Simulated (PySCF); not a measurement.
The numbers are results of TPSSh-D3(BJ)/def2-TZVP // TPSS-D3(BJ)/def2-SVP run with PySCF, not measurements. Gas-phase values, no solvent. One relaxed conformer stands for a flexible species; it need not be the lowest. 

Reference species: [Nb(=O)(F)3] (neutral, multiplicity 1).

The LUMO is -2.91 eV and the charge on the central atom (Mulliken) is 1.88 e. The coordination number is 4 and the mean distance from the central atom to its bonded neighbours is 1.829 Å.

Changed species: [Nb(=O)(SH)3] (X = SH; the reference has X = F).

Q: What does the change do to the LUMO, charge on the central atom (Mulliken), coordination number and mean distance from the central atom to its bonded neighbours?

A: the LUMO falls by 0.16 eV, to -3.07 eV; the charge on the central atom (Mulliken) decreases by 0.66 e, to 1.22 e; the coordination number is nearly the same; the mean distance from the central atom to its bonded neighbours increases by 0.392 Å, to 2.221 Å.
